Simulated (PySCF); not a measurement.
## Electronic structure of Tl (thallium, neutral) at the LDA level

Configuration: [Xe] 4f14 5d10 6s1 6p1 6d1, one real determinant (an excited configuration). Calculation: PySCF 2.14, in aug-cc-pwCVTZ-DK3; the spin-free X2C one-electron Hamiltonian (Gaussian nucleus).

* Total energy: -20235.06 hartree
* One-electron energy: -27702.30 hartree
* Hartree (Coulomb) energy: 7841.87 hartree
* Exchange-correlation energy: -374.63 hartree
* ⟨S²⟩: 3.7511
* ⟨L²⟩: 8.010
* Sum of ⟨r⟩: 51.69 bohr
* Sum of ⟨r²⟩: 106.9 bohr²
* Traceless quadrupole moment −½Σ⟨3z² − r²⟩ along its main axis: 9.57 e·bohr²
* Langevin diamagnetic susceptibility: -84.6 ×10⁻⁶ cm³/mol

```json
{"shell": "1s α", "electrons": "1", "mean orbital energy (eV)": "-85170.9", "spread (eV)": "0", "rms radius, mean of both spins (bohr)": "0.0184"}
{"shell": "1s β", "electrons": "1", "mean orbital energy (eV)": "-85170.9", "spread (eV)": "0", "rms radius, mean of both spins (bohr)": "0.0184"}
{"shell": "2s α", "electrons": "1", "mean orbital energy (eV)": "-15171.9", "spread (eV)": "0", "rms radius, mean of both spins (bohr)": "0.0743"}
{"shell": "2s β", "electrons": "1", "mean orbital energy (eV)": "-15171.9", "spread (eV)": "0", "rms radius, mean of both spins (bohr)": "0.0743"}
{"shell": "2p α", "electrons": "3", "mean orbital energy (eV)": "-13127.3", "spread (eV)": "0.026", "rms radius, mean of both spins (bohr)": "0.0683"}
{"shell": "2p β", "electrons": "3", "mean orbital energy (eV)": "-13127.2", "spread (eV)": "0.037", "rms radius, mean of both spins (bohr)": "0.0683"}
{"shell": "3s α", "electrons": "1", "mean orbital energy (eV)": "-3627.1", "spread (eV)": "0", "rms radius, mean of both spins (bohr)": "0.190"}
{"shell": "3s β", "electrons": "1", "mean orbital energy (eV)": "-3627.1", "spread (eV)": "0", "rms radius, mean of both spins (bohr)": "0.190"}
{"shell": "3p α", "electrons": "3", "mean orbital energy (eV)": "-3034.8", "spread (eV)": "0.076", "rms radius, mean of both spins (bohr)": "0.192"}
{"shell": "3p β", "electrons": "3", "mean orbital energy (eV)": "-3034.8", "spread (eV)": "0.082", "rms radius, mean of both spins (bohr)": "0.192"}
{"shell": "3d α", "electrons": "5", "mean orbital energy (eV)": "-2388.9", "spread (eV)": "0.068", "rms radius, mean of both spins (bohr)": "0.176"}
{"shell": "3d β", "electrons": "5", "mean orbital energy (eV)": "-2388.9", "spread (eV)": "0.074", "rms radius, mean of both spins (bohr)": "0.176"}
{"shell": "4s α", "electrons": "1", "mean orbital energy (eV)": "-812.64", "spread (eV)": "0", "rms radius, mean of both spins (bohr)": "0.416"}
{"shell": "4s β", "electrons": "1", "mean orbital energy (eV)": "-812.60", "spread (eV)": "0", "rms radius, mean of both spins (bohr)": "0.416"}
{"shell": "4p α", "electrons": "3", "mean orbital energy (eV)": "-616.91", "spread (eV)": "0.141", "rms radius, mean of both spins (bohr)": "0.445"}
{"shell": "4p β", "electrons": "3", "mean orbital energy (eV)": "-616.88", "spread (eV)": "0.152", "rms radius, mean of both spins (bohr)": "0.445"}
{"shell": "4d α", "electrons": "5", "mean orbital energy (eV)": "-379.15", "spread (eV)": "0.140", "rms radius, mean of both spins (bohr)": "0.473"}
{"shell": "4d β", "electrons": "5", "mean orbital energy (eV)": "-379.11", "spread (eV)": "0.153", "rms radius, mean of both spins (bohr)": "0.473"}
{"shell": "5s α", "electrons": "1", "mean orbital energy (eV)": "-135.62", "spread (eV)": "0", "rms radius, mean of both spins (bohr)": "0.929"}
{"shell": "5s β", "electrons": "1", "mean orbital energy (eV)": "-135.54", "spread (eV)": "0", "rms radius, mean of both spins (bohr)": "0.929"}
{"shell": "4f α", "electrons": "7", "mean orbital energy (eV)": "-119.60", "spread (eV)": "0.150", "rms radius, mean of both spins (bohr)": "0.513"}
{"shell": "4f β", "electrons": "7", "mean orbital energy (eV)": "-119.56", "spread (eV)": "0.164", "rms radius, mean of both spins (bohr)": "0.513"}
{"shell": "5p α", "electrons": "3", "mean orbital energy (eV)": "-81.616", "spread (eV)": "0.243", "rms radius, mean of both spins (bohr)": "1.07"}
{"shell": "5p β", "electrons": "3", "mean orbital energy (eV)": "-81.492", "spread (eV)": "0.298", "rms radius, mean of both spins (bohr)": "1.07"}
{"shell": "5d α", "electrons": "5", "mean orbital energy (eV)": "-20.558", "spread (eV)": "0.265", "rms radius, mean of both spins (bohr)": "1.49"}
{"shell": "5d β", "electrons": "5", "mean orbital energy (eV)": "-20.137", "spread (eV)": "0.416", "rms radius, mean of both spins (bohr)": "1.49"}
{"shell": "6s α", "electrons": "1", "mean orbital energy (eV)": "-14.103", "spread (eV)": "0", "rms radius, mean of both spins (bohr)": "2.52"}
{"shell": "6p α", "electrons": "1", "mean orbital energy (eV)": "-5.831", "spread (eV)": "0", "rms radius, mean of both spins (bohr)": "3.46"}
{"shell": "6d α", "electrons": "1", "mean orbital energy (eV)": "-0.659", "spread (eV)": "0", "rms radius, mean of both spins (bohr)": "7.05"}
```

⟨L²⟩ = 8.01 against 12 for a pure F term, so this real determinant mixes terms. Spin-orbit coupling, absent here, splits the open shell strongly. The outer electron is Rydberg-like, and this basis confines it to a smaller radius and binds it less than a complete one would.

Densities and radii are taken from the X2C orbitals without a picture-change correction, which distorts them close to the nucleus.
